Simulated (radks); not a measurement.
The numbers below are computed, except where a source is named.
Excited configurations of Ir I: one electron is placed in a higher orbital outside [Xe] 4f14 5d7 6s1. The ground configuration is [Xe] 4f14 5d7 6s2. Code: a radial shooting solver on a logarithmic mesh with Libxc functionals. Model: Dirac Kohn-Sham, BLYP, spin-unpolarised, spherical densities, finite nucleus; open shells fill j = l - 1/2 first; Fermi nuclear charge, rms radius 5.4032 fm. Excitation = E - E(ground); binding = E(ion) - E, where the ion is the core of charge +1; n* = 1/sqrt(2 binding) in atomic units, and the quantum defect is n - n*.

| outer orbital | excitation (eV) | binding (eV) | n* | quantum defect | eigenvalue (eV) | <r> (bohr) |
|---|---|---|---|---|---|---|
| 6p1/2 | 4.741 | 5.060 | 1.640 | 4.360 | -2.344 | 3.997 |
| 6d3/2 | 8.285 | 1.516 | 2.996 | 3.004 | -0.568 | 10.23 |
| 7s1/2 | 7.273 | 2.528 | 2.320 | 4.680 | -1.367 | 8.233 |
| 7p1/2 | 7.977 | 1.824 | 2.731 | 4.269 | -0.963 | 10.59 |

The Delta-SCF ionisation energy is 9.801 eV (NIST Atomic Spectra Database: 8.967 eV, measured). Self-interaction in the functional shifts the binding energies and quantum defects, so they are the method's values and not measured ones. Spin polarisation and multiplet splitting are left out, so open shells lie too high by an amount that depends on their filling.

Beside tabulated values, note that spin-unpolarised runs miss the spin-polarisation part of the exchange energy of open shells.
